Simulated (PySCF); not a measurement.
Species: C5H4F3O3S (charge -1).
Numbering: `[CH2:1]=[CH:2][C:3]([F:4])([F:5])/[CH:6]=[C:7](/[F:8])[S:9](=[O:10])(=[O:11])[O-:12]` (hydrogens: H13, H14 on C1; H15 on C2; H16 on C6)

Method: PBE0-D3(BJ)/def2-SVP geometry optimisation, gas phase in PySCF.

Q: What internal coordinates does the optimisation give?

A: 
```json
{"bond": "C1=C2", "length (Å)": "1.331", "order": "double"}
{"bond": "C2–C3", "length (Å)": "1.501", "order": "single"}
{"bond": "C3–F4", "length (Å)": "1.366", "order": "single"}
{"bond": "C3–F5", "length (Å)": "1.376", "order": "single"}
{"bond": "C3–C6", "length (Å)": "1.499", "order": "single"}
{"bond": "C6=C7", "length (Å)": "1.337", "order": "double"}
{"bond": "C7–F8", "length (Å)": "1.333", "order": "single"}
{"bond": "C7–S9", "length (Å)": "1.833", "order": "single"}
{"bond": "S9=O10, S9=O11", "length (Å)": "1.474", "order": "double"}
{"bond": "S9–O12", "length (Å)": "1.466", "order": "single"}
{"bond": "C1–H13", "length (Å)": "1.093", "order": "single"}
{"bond": "C1–H14", "length (Å)": "1.093", "order": "single"}
{"bond": "C2–H15", "length (Å)": "1.094", "order": "single"}
{"bond": "C6–H16", "length (Å)": "1.094", "order": "single"}
```

Bonds in one row agree within 0.01 Å and their mean is given. Orders are formal, as drawn. A selection of angles:
```json
{"angle": "C1–C2–C3", "degrees": "123.0"}
{"angle": "C2–C3–F4", "degrees": "109.1"}
{"angle": "C2–C3–C6", "degrees": "115.8"}
{"angle": "F4–C3–F5", "degrees": "104.8"}
{"angle": "F4–C3–C6", "degrees": "110.9"}
{"angle": "F5–C3–C6", "degrees": "106.1"}
{"angle": "C3–C6–C7", "degrees": "129.6"}
{"angle": "C6–C7–F8", "degrees": "117.2"}
{"angle": "C6–C7–S9", "degrees": "131.0"}
{"angle": "F8–C7–S9", "degrees": "111.8"}
{"angle": "C7–S9–O10", "degrees": "102.3"}
{"angle": "C7–S9–O11", "degrees": "103.8"}
{"angle": "C7–S9–O12", "degrees": "103.0"}
{"angle": "O10–S9–O11", "degrees": "114.2"}
{"angle": "O10–S9–O12", "degrees": "115.8"}
```

Torsions: C1–C2–C3–F4 -117° (anticlinal); C2–C3–C6–C7 45° (synclinal); C3–C6–C7–F8 180° (antiperiplanar); C6–C7–S9–O10 -85° (synclinal). The mirror-image conformer, all signs reversed, is as good.

C1 (terminal =CH2 carbon) is planar (angles 121.4°, 120.6° and 118.0°, sum 360.0°, 0.00 Å off the plane of its three neighbours). The C–F distances run from 1.333 Å (C7–F8, drawn single) to 1.376 Å (C3–F5, drawn single), a spread of 0.043 Å. C6 (alkene CH carbon) is planar (angles 129.6°, 116.6° and 113.7°, sum 360.0°, 0.01 Å off the plane of its three neighbours). Of the pairs four or more bonds apart, O11···H15 is among the closest relative to their van der Waals radii: 2.13 Å, 78 % of the sum of Bondi's values. The 4 C–C bonds span 1.331 Å (C1=C2, drawn double) to 1.501 Å (C2–C3, drawn single), a spread of 0.170 Å. C7 (vinylic C–F carbon) is planar (angles 131.0°, 117.2° and 111.8°, sum 359.9°, 0.02 Å off the plane of its three neighbours). C2 (alkene CH carbon) is planar (angles 123.5°, 123.0° and 113.5°, sum 360.0°, 0.00 Å off the plane of its three neighbours).

Point group: C1 (no symmetry element, even within 0.4 Å). No PBE0-D3(BJ)/def2-SVP frequencies stand behind this structure, so it isn't proved a minimum. The geometry's basis has no diffuse functions, a weakness for an anion.

Rough CPU time on one thread of a shared machine: about 22 min. This is the geometry optimisation.
